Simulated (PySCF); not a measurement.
## Bond length, frequency and bond energy of CrI by level of theory

State: ⁶Σ⁺ (sextet), unpaired electrons σ ↑, π ↑↑, δ ↑↑. Set-up: PySCF, spin-free X2C with a Gaussian nucleus, basis sets Cr x2c-TZVPPall, I x2c-TZVPPall. De refers to Cr (3d5 4s1) + I in their high-spin ground configurations, without counterpoise correction. The functionals are run spin-unrestricted. A positive dipole means Cr(−)I(+).

```csv
Level,Re (Å),ωe (cm⁻¹),De (eV),μ (D),"CPU s a point (SCF and correlation, without the integrals)"
UHF,2.674,215,n/a,-7.62,5.7
UHF-MP2,2.527,254,n/a,n/a,10
UHF-SCS-MP2,2.564,239,n/a,n/a,n/a
PBE,2.531,252,2.93,-4.30,3.8
r²SCAN,2.537,254,2.88,-4.73,6.7
r²SCANh,2.540,253,2.84,-5.06,8.2
PBE0,2.545,250,2.85,-5.36,8.5
M06,2.535,261,2.84,-5.34,9
BHandHLYP,2.580,241,2.80,-6.18,6.7
M06-2X,2.581,243,3.29,-5.81,9.6
ωB97X-V,2.549,253,3.07,-5.93,22
```

Question: What does the step from GGA to meta-GGA do here, going from PBE to r²SCAN?

Answer: r²SCAN less PBE: +0.6 pm in Re, +0.8 % in ωe, -0.05 eV in De. 

Correlated steps freeze 23 core orbitals. The metal atom is held in its measured ground configuration; semilocal functionals can put another filling of s and d lower by some tenths of an eV, and De to that atom would be smaller. Spin–orbit coupling is left out, which matters for elements this heavy, above all for dissociation energies. The state is the lowest single determinant that the PBE0 search found; with open d or f shells the true ground state can be another one.

The whole job (state search and all levels along the bond) took about 18 min on 2 threads of Arm Neoverse V1 (shared host), peak memory 7.2 GiB.
